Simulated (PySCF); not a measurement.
Isomers of C5H10OSSi2.

All values: PBE0/pcSseg-1 (PySCF) at GFN2-xTB geometries, gas phase, one conformer each.

Question: Rank by the highest Hirshfeld charge on any atom, highest value first.
A. `[SiH3:1][O:2][CH2:3][SiH2:4][c:5]1[cH:6][cH:7][cH:8][s:9]1` with Si1–O2–C3–Si4 -70°, O2–C3–Si4–C5 -174°, C3–Si4–C5–C6 -5°
B. `[CH3:1][O:2][SiH2:3][SiH2:4][c:5]1[cH:6][cH:7][cH:8][s:9]1` with C1–O2–Si3–Si4 -179°, O2–Si3–Si4–C5 179°, Si3–Si4–C5–C6 -105°
C. `[CH3:1][Si@@H:2]([O:3][SiH3:4])[c:5]1[cH:6][cH:7][cH:8][s:9]1` with C1–Si2–C5–C6 -116°

Answer: C (+0.419 e), A (+0.377 e), B (+0.304 e).

All values together:

```tsv
SMILES	μ (D)	HOMO (eV)	LUMO (eV)	lowest IAO charge (e)	highest IAO charge (e)	lowest Hirshfeld charge (e)	highest Hirshfeld charge (e)
[SiH3]OC[SiH2]c1cccs1	1.62	-7.09	-0.85	-0.638 (O)	+0.872 (Si)	-0.226 (O)	+0.377 (Si)
[SiH3]O[SiH2]Cc1cccs1	0.62	-6.47	-0.39	-0.889 (O)	+1.035 (Si)	-0.304 (O)	+0.410 (Si)
CO[SiH2][SiH2]c1cccs1	1.21	-6.82	-0.68	-0.645 (O)	+0.726 (Si)	-0.231 (O)	+0.304 (Si)
C[Si@@H](O[SiH3])c1cccs1	0.89	-6.95	-0.69	-0.885 (O)	+1.165 (Si)	-0.299 (O)	+0.419 (Si)
```

Conformers: `[SiH3:1][O:2][CH2:3][SiH2:4][c:5]1[cH:6][cH:7][cH:8][s:9]1` with Si1–O2–C3–Si4 -70°, O2–C3–Si4–C5 -174°, C3–Si4–C5–C6 -5°; `[SiH3:1][O:2][SiH2:3][CH2:4][c:5]1[cH:6][cH:7][cH:8][s:9]1` with Si1–O2–Si3–C4 -23°, O2–Si3–C4–C5 46°, Si3–C4–C5–C6 76°; `[CH3:1][O:2][SiH2:3][SiH2:4][c:5]1[cH:6][cH:7][cH:8][s:9]1` with C1–O2–Si3–Si4 -179°, O2–Si3–Si4–C5 179°, Si3–Si4–C5–C6 -105°; `[CH3:1][Si@@H:2]([O:3][SiH3:4])[c:5]1[cH:6][cH:7][cH:8][s:9]1` with C1–Si2–C5–C6 -116°.
